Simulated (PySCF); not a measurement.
# Bond lengths and vibrations by method: B2ClH3

Calculated results; nothing here was measured. They come from PySCF 2.14.0, an open-source quantum chemistry program, on an isolated molecule that a program drew, which may never have been made. The molecule is B2ClH3 (charge 0, singlet), drawn as the SMILES string `BBCl`.

The geometry was optimised and harmonic frequencies were computed with HF and MP2, all in the cc-pV(D+d)Z basis, for the commonest isotopes, with a restricted reference for singlets and an unrestricted one otherwise, and a frozen core in MP2. Each result is a local minimum of its method.

Geometry at the HF minimum:
```xyz
6
B2ClH3, angstrom
B     0.1324    1.0005    0.1291
B     0.4459    1.3269   -1.5015
Cl    1.7904    2.4105   -1.9121
H    -0.6187    1.6863    0.7680
H     0.6541    0.0755    0.6900
H    -0.1687    0.8851   -2.4279
```

Lengths of the bonds as drawn, in Å (atoms numbered as above):
| bond | HF | MP2 |
|---|---|---|
| B1-B2 | 1.692 | 1.690 |
| B2-Cl3 | 1.775 | 1.762 |
| B1-H4 | 1.201 | 1.208 |
| B1-H5 | 1.201 | 1.208 |
| B2-H6 | 1.196 | 1.206 |

Rotational constants, in GHz:
| constant | HF | MP2 |
|---|---|---|
| A | 39.17 | 38.47 |
| B | 5.219 | 5.312 |
| C | 4.791 | 4.86 |

Harmonic frequencies in cm^-1, each column in rising order, so a row needn't be the same motion in every method:
```
rank    HF   MP2
   1   212   182
   2   289   294
   3   503   474
   4   710   720
   5   905   891
   6   932   893
   7  1007     ?
   8  1154  1113
   9  1284  1228
  10  2673  2623
  11  2740  2672
  12  2742  2701
```

**Estimate the missing MP2 frequency from the HF column.**

A single factor s that minimises the squared misfit of MP2 against s times HF over the other rows is sum(HF x MP2) / sum(HF^2) = 0.9779, with an rms misfit of 18 cm^-1. For rank 7 it gives 0.9779 x 1007 = 985 cm^-1. The calculation gives 976 cm^-1, 9 cm^-1 below the estimate. The drawn bonds are on average 0.2 % longer in MP2 than in HF.
